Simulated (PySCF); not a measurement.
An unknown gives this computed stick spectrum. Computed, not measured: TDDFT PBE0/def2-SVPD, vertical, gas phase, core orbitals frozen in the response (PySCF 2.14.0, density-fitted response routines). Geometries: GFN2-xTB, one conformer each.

```csv
state,λ (nm),f
S1,228.6,0.334
S2,226.7,0.045
S3,219.5,0.091
S4,211.8,0.0083
S5,205.0,0.0001
S6,198.8,0.0067
```

Orbital energies (eV): HOMO-3 -8.17, HOMO-2 -7.91, HOMO-1 -7.77, HOMO -6.99, LUMO -0.99, LUMO+1 0.36, LUMO+2 0.49.

Question: Which structure fits? All have the formula C7H9NO.
A. `C=C(C)C#CC(NC)=O`
B. `C(/C#C)=C(/C)CNC=O`
C. `[H]/N=C/[C@H]1CC=CC(=O)C1`

Answer: B. Its S1, at 5.42 eV, is the highest among the candidates; the nearest of the others has S1 at 4.49 eV. S1 is HOMO→LUMO (69%), HOMO-3→LUMO (13%). Löwdin shares by element: HOMO carbon 77% or more (atoms not listed hold the other 23%); LUMO carbon 75% or more (atoms not listed hold the other 25%). At the same level the other candidates give, for their lowest levels:
- `C=C(C)C#CC(=O)NC`: 276 nm (f 0.002); 245 nm (f 0.413); 236 nm (f 0.006); 230 nm (f 0.078); 195 nm (f 0.006); T1 3.23 eV; HOMO -7.22, LUMO -1.54 eV
- `[H]/N=C/[C@H]1CC=CC(=O)C1`: 341 nm (f 0.000); 255 nm (f 0.011); 241 nm (f 0.002); 209 nm (f 0.003); 207 nm (f 0.244); T1 3.12 eV; HOMO -7.32, LUMO -1.75 eV

Conformer computed: `[CH:1]#[C:2]/[CH:3]=[C:4](\[CH3:5])[CH2:6][NH:7][CH:8]=[O:9]`: C3–C4–C6–N7 -108°, C4–C6–N7–C8 -115°, C6–N7–C8–O9 -2°.
Triplets come from the Tamm–Dancoff approximation.
